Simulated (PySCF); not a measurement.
Gas-phase reaction: GeHCl + 4 H ⇌ GeH4 + HCl

Energies from PySCF (xtb for GFN2), thermal terms from the rigid-rotor harmonic-oscillator model, ideal gas at 1 bar. † marks an energy on the PBE0/def2-TZVP geometry and frequencies; other levels use their own. MP2 freezes the core. 6-31G* has spherical d functions here. Open shells (unrestricted): H (multiplicity 2); the rest are closed-shell singlets. GFN2 has no spin-polarisation term. B3LYP is the form with VWN-RPA correlation. Ge: all electrons, no relativistic terms. GeHCl: computed as isolated molecules; such fragments, hydroxides, amides, oligomers or adducts are transient or little studied in the gas. MP2 isn't extrapolated to the basis-set limit; its ΔH°(298 K) is -873.2 kJ in def2-SVP and -899.9 kJ in def2-TZVPP. The harmonic model lacks anharmonicity and excited electronic states, which grow with temperature; levels with a mode under 35 cm⁻¹ are left out.

```
level               ΔE electronic, kJ  ΔH°(298 K), kJ  ΔS°(298 K), J/K  ΔG°(800 K), kJ
------------------  -----------------  --------------  ---------------  --------------
B3LYP/6-31G*                     -963            -903             -320            -635
BLYP/def2-TZVP†                  -953            -892             -319            -624
GFN2-xTB                        -1005            -945             -320            -676
M06-2X/def2-TZVP†                -960            -898             -319            -630
MP2/def2-SVP†                    -934            -873             -319            -605
MP2/def2-TZVPP†                  -961            -900             -319            -632
PBE/def2-TZVP†                   -942            -881             -319            -613
PBE0/def2-SVP†                   -959            -898             -319            -630
ωB97M-V/def2-TZVP†               -979            -918             -319            -650
```
ΔH° is lowest at GFN2-xTB and highest at MP2/def2-SVP†. No reference value is set beside these.
